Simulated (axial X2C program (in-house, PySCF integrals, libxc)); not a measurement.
**Nuclear properties of CoIn**

Computed with an in-house all-electron X2C program for linear molecules (integrals from PySCF): two-component X2C with atomic mean-field Coulomb and Gaunt terms, Gaussian nuclei, basis In dyall-cv3z, Co dyall-cv3z with contracted cores.

R = 2.606 Å (near the PBE0 minimum at charge 0 of the determinant lowest at the starting distance; the state shown can have its own minimum elsewhere).

Determinant lowest in the PBE0 search, Ω = 3 (⟨Sz⟩ = 1.00, ⟨Lz⟩ = 2.00 at PBE0), spin on the atoms In -0.14, Co 1.15:

| level | Eeff magnitude (GV/cm) | Ws magnitude In (kHz) | Ws magnitude Co (kHz) | A∥/gI In (MHz) | qzz In (a.u.) | A∥/gI Co (MHz) | qzz Co (a.u.) | μ (D) |
| --- | --- | --- | --- | --- | --- | --- | --- | --- |
| PBE0 | 0.505 | 0.0791 | 0.0269 | 15.7 | -4.78 | 472 | 0.16 | -0.36 |
| HF | 8.2 | 1.65 | 0.0519 | -114 | -4.16 | 514 | -0.08 | 1.10 |
| LDA | 0.411 | 0.082 | 0.0153 | 24.4 | -3.95 | 526 | 0.03 | -0.63 |
| PBE50 | 0.878 | 0.146 | 0.0285 | 11 | -5.51 | 473 | 0.03 | 0.27 |
| BHandHLYP | 0.377 | 0.0663 | 0.0128 | -4.47 | -5.32 | 432 | 0.07 | -0.13 |

Eeff is the effective electric field on the electron electric dipole moment in this Ω state and Ws the scalar–pseudoscalar constant of the nucleus named (defined with the proton number Z and per Ω); A∥ (defined per Ω) follows by multiplying with gI = μI/(I μN); qzz is the electric field gradient, eQq0 = 234.96 MHz × Q/barn × qzz; μ is positive if the Co end (last atom) is positive. The operators were transformed with the bare-nucleus X2C matrices; with these basis sets, hyperfine constants and field gradients can be off by tens of per cent, and where levels differ in sign neither size nor sign is settled.

Question: With Q(115In) = 0.772 barn, gI(59Co) = 1.3220 (g factors from the IAEA table of nuclear moments by Stone; Q from Pyykkö, Mol. Phys. 2018), turn the PBE0 values of the first state into constants in MHz.

Answer: eQq0(115In) = 234.96 × (0.772) × (-4.78) = -867 MHz; A∥(59Co) = 472 × 1.3220 = 624 MHz.

Each state is one determinant with collinear spin, which with several unpaired electrons need not be a pure state. Unrestricted Hartree–Fock can overshoot spin polarisation at the nuclei. With several open shells hyperfine constants can be off by a factor of several. Where Eeff spreads by more than a factor of two the levels disagree and none is to be relied on. Open-shell Ω = 0 determinants with evenly filled partner blocks cannot be reached by this program, so the Ω shown need not be the lowest component. States lie within half an eV, so the first need not be the ground state. The sign of Ws at Co differs between levels in the first state. Further determinants of the search, some of them spin-mixed, are not shown. Where a field gradient or hyperfine factor spreads by more than a factor of two over the levels, a constant derived from it is not to be relied on.
